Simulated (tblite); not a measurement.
Compound: 2-ethenylphenol, C₈H₈O.
Atom-mapped SMILES: `[CH2:1]=[CH:2][c:3]1[cH:4][cH:5][cH:6][cH:7][c:8]1[OH:9]` (hydrogens: H10, H11 on C1; H12 on C2; H13 on C4; H14 on C5; H15 on C6; H16 on C7; H17 on O9)

Computed with GFN2-xTB (tblite), gas phase: Langevin dynamics at 200 K from the optimised GFN2-xTB geometry, time step 0.5 fs, friction 0.01 fs⁻¹, 2000 steps. Over the second half of the run the saved frames average 210 K.

The optimised geometry, where the run starts:
```
atom  x, y, z in Å
C1      2.890   -0.210   -0.343
C2      1.827    0.534   -0.062
C3      0.442    0.083   -0.004
C4      0.068   -1.256   -0.089
C5     -1.257   -1.644   -0.025
C6     -2.248   -0.690    0.126
C7     -1.906    0.647    0.216
C8     -0.577    1.040    0.154
O9     -0.232    2.356    0.241
H10     3.878    0.216   -0.363
H11     2.827   -1.261   -0.568
H12     1.956    1.588    0.139
H13     0.833   -2.008   -0.200
H14    -1.517   -2.689   -0.092
H15    -3.286   -0.982    0.177
H16    -2.677    1.398    0.337
H17    -1.028    2.890    0.345
```

t = 100 fs, T = 126 K, E(pot) 0.362 eV above the start
```
atom  x, y, z in Å  |  force x, y, z in eV/Å
C1      2.752   -0.246   -0.412   -1.504  -1.101  -0.082
C2      1.666    0.350    0.081    0.248   0.219  -0.318
C3      0.260   -0.016    0.004   -0.086   1.599   0.245
C4     -0.167   -1.307   -0.139   -0.344   0.960   0.178
C5     -1.481   -1.645   -0.059   -1.510  -0.564   0.284
C6     -2.479   -0.681    0.153    0.769  -0.379   0.288
C7     -2.058    0.645    0.312   -0.925  -0.330   0.051
C8     -0.728    0.997    0.243    1.067  -0.868  -0.652
O9     -0.285    2.280    0.309   -0.726   0.193   0.572
H10     3.677    0.133   -0.103    1.126   0.253  -0.151
H11     2.705   -1.181   -0.986    0.133   0.580   0.326
H12     1.858    1.292    0.569   -0.206   0.196   0.279
H13     0.535   -2.055   -0.230    1.376  -1.376  -0.283
H14    -1.626   -2.728   -0.077   -0.753   0.457  -0.140
H15    -3.533   -0.952    0.296    0.611   0.137  -0.218
H16    -2.829    1.391    0.527    0.345  -0.056  -0.114
H17    -1.025    2.802    0.669    0.379   0.081  -0.264
```

t = 150 fs, T = 214 K, E(pot) 0.306 eV above the start
```
atom  x, y, z in Å  |  force x, y, z in eV/Å
C1      2.621   -0.395   -0.491    0.424  -0.469  -0.167
C2      1.730    0.264    0.212   -1.632  -0.009  -0.404
C3      0.281   -0.076    0.202    1.204   0.313   0.204
C4     -0.212   -1.324   -0.047   -0.233  -2.037   0.723
C5     -1.575   -1.607   -0.028   -0.205  -0.807  -1.002
C6     -2.520   -0.603    0.090    1.173   0.517   0.156
C7     -2.033    0.695    0.242    0.538  -0.481   0.208
C8     -0.654    0.941    0.322   -0.821   0.932  -0.875
O9     -0.176    2.227    0.237   -0.184  -0.155   0.468
H10     3.628   -0.059   -0.614    0.281   0.053   0.143
H11     2.378   -1.331   -0.951   -0.023  -0.175  -0.239
H12     1.937    1.214    0.634    0.249   0.545   0.396
H13     0.467   -2.194   -0.078   -0.295   0.627  -0.230
H14    -1.908   -2.623   -0.323    0.266   0.684   0.537
H15    -3.563   -0.819    0.043   -0.391   0.031   0.004
H16    -2.704    1.527    0.294   -0.288   0.310   0.031
H17    -0.920    2.836    0.208   -0.064   0.121   0.048
```

t = 175 fs, T = 252 K, E(pot) 0.304 eV above the start
```
atom  x, y, z in Å  |  force x, y, z in eV/Å
C1      2.627   -0.463   -0.497   -1.013   0.141   0.330
C2      1.671    0.235    0.139    0.484  -0.499   0.495
C3      0.217   -0.079    0.160    2.575   0.599  -0.989
C4     -0.197   -1.374    0.012   -1.886   0.175   0.294
C5     -1.574   -1.583   -0.014    0.681  -0.561   0.075
C6     -2.455   -0.548    0.078   -1.014   0.565  -0.285
C7     -2.020    0.754    0.167    0.297   0.737   0.198
C8     -0.648    0.995    0.182   -1.244   0.907   0.521
O9     -0.134    2.258    0.307    0.632  -0.427  -0.133
H10     3.681   -0.294   -0.319   -0.262   0.146  -0.253
H11     2.355   -1.258   -1.202    0.240   0.373   0.430
H12     1.922    1.061    0.819    0.101  -0.345  -0.419
H13     0.499   -2.162    0.034    0.551  -0.736  -0.135
H14    -2.031   -2.541   -0.067    0.177  -0.848  -0.123
H15    -3.518   -0.774    0.011    0.170   0.198   0.165
H16    -2.696    1.605    0.269    0.029  -0.327  -0.143
H17    -0.781    2.955    0.407   -0.520  -0.099  -0.028
```

t = 300 fs, T = 176 K, E(pot) 0.341 eV above the start
```
atom  x, y, z in Å  |  force x, y, z in eV/Å
C1      2.614   -0.592   -0.486   -0.966  -0.032   0.780
C2      1.699    0.294   -0.086   -0.005  -0.157  -0.391
C3      0.280    0.005    0.040    0.020  -0.381   0.222
C4     -0.268   -1.295    0.025   -0.795   0.099  -0.084
C5     -1.659   -1.442    0.081    0.257  -1.905   0.130
C6     -2.514   -0.375    0.295    0.944  -0.754  -0.305
C7     -1.972    0.867    0.304    0.835   1.462   0.359
C8     -0.592    1.089    0.197   -0.504   0.266  -0.899
O9     -0.132    2.388    0.006   -0.250  -0.598   0.874
H10     3.613   -0.273   -0.515    1.029  -0.011  -0.287
H11     2.381   -1.648   -0.594    0.178   0.433  -0.188
H12     1.949    1.349    0.058    0.035  -0.459  -0.049
H13     0.344   -2.209   -0.048   -0.284   0.831  -0.037
H14    -2.111   -2.482   -0.004    0.697   1.342   0.189
H15    -3.545   -0.530    0.416   -1.045  -0.110   0.018
H16    -2.578    1.750    0.420   -0.322   0.123   0.055
H17    -0.717    2.986    0.503    0.176  -0.149  -0.388
```

t = 375 fs, T = 243 K, E(pot) 0.376 eV above the start
```
atom  x, y, z in Å  |  force x, y, z in eV/Å
C1      2.729   -0.461   -0.485   -2.000  -0.389   0.073
C2      1.728    0.272    0.020    0.590   0.987  -0.094
C3      0.300   -0.012    0.137    0.412   0.801  -1.096
C4     -0.269   -1.272    0.046    1.517  -0.565  -0.365
C5     -1.601   -1.419    0.238   -1.644  -1.189   0.021
C6     -2.444   -0.336    0.418    0.674   0.351  -0.151
C7     -1.901    0.963    0.356   -1.376  -0.727   0.647
C8     -0.549    1.137    0.200    0.758  -0.603   0.793
O9      0.036    2.370    0.281   -0.844   0.555   0.273
H10     3.736   -0.179   -0.483    0.895   0.515  -0.021
H11     2.502   -1.407   -0.960    0.130  -0.082   0.251
H12     1.915    1.332    0.310    0.244  -0.980   0.056
H13     0.344   -2.172   -0.190   -0.330   0.919   0.476
H14    -2.027   -2.443    0.246    0.212   0.768  -0.026
H15    -3.478   -0.573    0.598   -0.151   0.517   0.003
H16    -2.562    1.806    0.578    0.270  -0.167  -0.338
H17    -0.622    3.027    0.626    0.643  -0.713  -0.501
```

t = 425 fs, T = 246 K, E(pot) 0.512 eV above the start
```
atom  x, y, z in Å  |  force x, y, z in eV/Å
C1      2.568   -0.660   -0.373    0.800   0.662  -0.376
C2      1.732    0.353   -0.056   -0.125  -2.244   0.296
C3      0.312    0.140    0.234   -0.694   0.031  -0.293
C4     -0.241   -1.157    0.170   -0.644   0.249   0.221
C5     -1.627   -1.312    0.179    0.474   1.159  -0.046
C6     -2.485   -0.198    0.243   -0.219  -1.382   1.090
C7     -1.973    1.020    0.589    0.621   1.341  -1.396
C8     -0.593    1.233    0.406    0.631  -1.092  -0.057
O9     -0.073    2.484    0.314    0.397  -0.463   0.268
H10     3.604   -0.372   -0.648   -0.690  -0.319   0.386
H11     2.402   -1.750   -0.480   -0.314   1.181   0.098
H12     2.130    1.319    0.106    0.109   0.740  -0.194
H13     0.409   -2.038    0.102   -0.443   0.571   0.036
H14    -2.072   -2.267    0.131   -0.229  -0.878  -0.249
H15    -3.570   -0.354    0.248    0.485   0.035  -0.082
H16    -2.633    1.907    0.626    0.399  -0.515   0.225
H17    -0.816    3.066    0.350   -0.558   0.923   0.073
```

t = 700 fs, T = 214 K, E(pot) 0.306 eV above the start
```
atom  x, y, z in Å  |  force x, y, z in eV/Å
C1      2.500   -0.662    0.258   -2.444   2.155   1.010
C2      1.563    0.255    0.663    1.508  -1.104  -0.577
C3      0.124    0.159    0.450   -0.549  -0.086  -0.499
C4     -0.585   -0.995    0.033   -0.196   0.963   0.459
C5     -1.952   -0.994   -0.237    0.266   0.146  -0.204
C6     -2.653    0.230   -0.179    0.765  -0.930   0.335
C7     -2.017    1.367    0.281    0.917  -1.121   0.080
C8     -0.644    1.319    0.593   -0.573   0.542  -0.182
O9     -0.047    2.478    0.988   -0.878   0.717   0.320
H10     3.515   -0.506    0.483    0.806   0.003  -0.016
H11     2.168   -1.508   -0.265    0.032  -0.976  -0.422
H12     1.933    1.189    1.100   -0.396  -0.443  -0.003
H13     0.004   -1.872    0.008    0.143  -0.908  -0.198
H14    -2.461   -1.946   -0.527    0.493   1.072   0.242
H15    -3.682    0.236   -0.447   -0.543   0.126  -0.059
H16    -2.535    2.280    0.462   -0.379   0.444  -0.147
H17    -0.777    3.143    1.117    1.027  -0.600  -0.140
```

t = 1000 fs
```
atom  x, y, z in Å
C1      2.254    0.190    0.169
C2      1.247    0.883    0.728
C3     -0.166    0.641    0.515
C4     -0.640   -0.405   -0.227
C5     -1.988   -0.683   -0.371
C6     -2.862    0.061    0.372
C7     -2.426    1.122    1.183
C8     -1.056    1.456    1.202
O9     -0.647    2.545    1.886
H10     3.290    0.391    0.471
H11     2.106   -0.643   -0.554
H12     1.441    1.694    1.374
H13    -0.013   -1.077   -0.815
H14    -2.376   -1.536   -0.939
H15    -3.913   -0.166    0.289
H16    -3.118    1.837    1.704
H17    -1.446    2.947    2.115
```

Problem. Estimate the potential energy and the forces of this last frame.

Solution. 0.375 eV above the start.

```tsv
atom	Fx (eV/Å)	Fy (eV/Å)	Fz (eV/Å)
C1	-0.127	-0.146	0.151
C2	0.826	-1.093	-1.245
C3	0.941	0.131	0.341
C4	-0.411	-1.546	-1.485
C5	0.132	-0.371	0.356
C6	-0.722	1.089	0.792
C7	0.131	0.553	-0.541
C8	-1.667	-0.677	-0.124
O9	1.623	-0.725	-0.445
H10	-0.586	-0.082	-0.353
H11	0.123	0.859	0.785
H12	0.343	0.586	0.614
H13	0.321	0.467	0.402
H14	0.407	0.479	0.089
H15	-0.202	0.130	0.218
H16	0.430	-1.042	-0.482
H17	-1.561	1.388	0.926
```

The bond farthest from its length at the start is O9–H17 (0.923 against 0.965 Å), and half the difference of its two atoms' forces along it is +2.01 eV/Å (positive lengthens). The largest atomic force is 2.28 eV/Å.

What follows is the cost of the whole dynamics run. On an Intel Xeon Platinum 8488C with one thread, on a shared host, this took 19 s of wall time and 0.18 GiB of memory at its peak.
